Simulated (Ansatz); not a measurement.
Computed with Ansatz on PBE0-D4/def2-TZVP structures; ΔE is electronic, products minus reactants. CCSD(T)/CBS is the MP2 limit (def2-TZVPP, def2-QZVPP) plus CCSD(T) − MP2 in def2-TZVPP, frozen cores. Functionals use def2-TZVPP. B3LYP here is the variant with VWN-RPA as its local correlation; programs differ in this. Elements past krypton have def2 core potentials. For Zr outer-core shells are correlated without core-valence functions, which leaves a few kJ/mol of doubt a bond. Each species was taken in one conformer, which may not be the lowest.

Consider the formal exchange of groups at a C–Si bond: `C[Si](O)(F)F` + `C[O][Zr]([OH])([NH]C(C)C)[O]C` → `C[O][Zr]([OH])([NH]C(C)(C)C)[O]C` + `O[SiH](F)F`.

CCSD(T)/CBS gives +41.4 kJ/mol.

Problem. Another level gave +48.3 kJ/mol. Which?
A. SCS-MP2/def2-TZVPP
B. BLYP/def2-TZVPP
C. CCSD/def2-TZVPP
D. B3LYP-D4/def2-TZVPP

Solution. D. B3LYP-D4 48.3, SCS-MP2/def2-TZVPP 37.1, BLYP 56.2, CCSD/def2-TZVPP 42.1 kJ/mol.

Largest T1 diagnostic among the species: 0.015.

In def2-TZVPP, CCSD(T) changes the Hartree–Fock value by −11.8 kJ/mol (the triples alone add −2.4 kJ/mol) and MP2 by −15.0 kJ/mol. At CCSD(T), def2-SVP lies −13.8 kJ/mol from the extrapolated value and def2-TZVPP −1.8 kJ/mol. Leaving LDA and LC-ωPBE aside and taking each functional with its dispersion term where it has one, the values, not all of them listed here, spread over 5.9 kJ/mol, from ωB97X-V to B97M-V. LDA lies −8.6 kJ/mol from PBE without D4.
